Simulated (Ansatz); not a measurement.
Process, species as SMILES: [Cl][Mg][Cl] -> [Cl][Mg][Cl] as triplet, charge 0 (to the triplet)

Quantity: adiabatic triplet-singlet gap, E(triplet) - E(singlet) (0 K, with zero-point energies), in eV. Set-up: 6-31G* and kin with 6d, 5d where marked; non-relativistic; open shells spin-unrestricted; spin-orbit terms left out; 6-311+G** with 5d, 6d on Na to Ar in Ansatz (a program for electronic structure); LANL2DZ with its own core potentials from Na on; dispersion terms only where a functional's name holds one. First-principles rows: single points at B3LYP-D3(BJ) geometries (Ansatz), with unscaled harmonic terms from B3LYP/6-31G* (Ansatz) at its own minima. Levels can end on unlike triplets.

| level | program | adiabatic triplet-singlet gap, E(triplet) - E(singlet) (0 K, with zero-point energies) (eV) |
|---|---|---|
| B3LYP/STO-3G | Ansatz | 5.02 |
| B3LYP/3-21G | Ansatz | 3.24 |
| B3LYP/LANL2DZ | Ansatz | 3.25 |
| B3LYP/6-31G | Ansatz | 3.20 |
| B3LYP/6-31G* | Ansatz | 3.55 |
| B3LYP/6-31+G* | Ansatz | 3.58 |
| B3LYP/def2-SVP | Ansatz | 3.55 |
| B3LYP/cc-pVDZ | Ansatz | 3.51 |
| B3LYP/6-311+G** | Ansatz | 3.65 |
| B3LYP/def2-TZVPD | Ansatz | 3.64 |

No value to compare with is used here. The 9 habitual levels span 3.20 (B3LYP/6-31G) to 5.02 eV (B3LYP/STO-3G); B3LYP/def2-TZVPD gives 3.64.

The sets are all those run for this method; left out are runs that failed, that the program found above a lower state of the same kind, or whose <S^2> lies over 0.5 above the pure value.
